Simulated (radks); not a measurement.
Values are calculated unless marked as measured or tabulated.
Task: Species: Sc3.5+. Configuration: [Ne] 3p6 3s(up 1, down 0.5) (fractional occupations, a model configuration). Code: a radial shooting solver on a logarithmic mesh with Libxc functionals. Model: scalar-relativistic Kohn-Sham, r2SCAN, spin-polarised, spherical densities, finite nucleus; meta-GGA in the generalised Kohn-Sham scheme; Fermi nuclear charge, rms radius 3.5459 fm. Some entries of the table are withheld. Estimate them.

orbital  occ.  eigenvalue (hartree)  <1/r> (bohr^-1)
1s up       1             -163.9488            20.77
1s down     1             -163.9403            20.77
2s up       1             -19.34291            4.317
2s down     1             -19.33716            4.315
2p up       3             -16.09269            4.204
2p down     3             -16.08513            4.204
3s up       1                   (1)            1.340
3s down   0.5                   (2)            1.335
3p up       3              -2.76871            1.229
3p down     3              -2.73201            1.224

Result: 
(1) 3s up eigenvalue (hartree): -3.61886
(2) 3s down eigenvalue (hartree): -3.57894
